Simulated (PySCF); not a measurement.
SMILES [CH2](C)[Zn][Cl] (PBE0/def2-SVP optimised geometry):

```
9

Zn    -0.791    -0.549     0.000
Cl    -2.912    -0.561    -0.012
C      1.154    -0.549     0.000
C      1.811     0.536     0.849
H      1.477    -0.466    -1.052
H      1.478    -1.550     0.333
H      1.538     0.456     1.913
H      1.531     1.550     0.521
H      2.912     0.479     0.798
```

Level of theory: PBE0/def2-TZVP in PySCF.

### Question
What are the frontier orbital energies and the dipole moment?

### Answer
HOMO-2 -8.61 eV, HOMO-1 -8.60 eV, HOMO -7.91 eV, LUMO -0.51 eV, LUMO+1 -0.22 eV; dipole moment 2.70 D.

On the same geometry PBE/def2-TZVP run with PySCF gives HOMO-2 -7.22 eV, HOMO-1 -7.21 eV, HOMO -6.81 eV, LUMO -1.33 eV, LUMO+1 -0.96 eV; dipole moment 2.70 D.

Meta-Löwdin charges at PBE0/def2-TZVP: Zn1 1.10, Cl2 -0.68, C3 -0.64, C4 -0.33, H5 0.11, H6 0.11, H7 0.11, H8 0.11, H9 0.11.
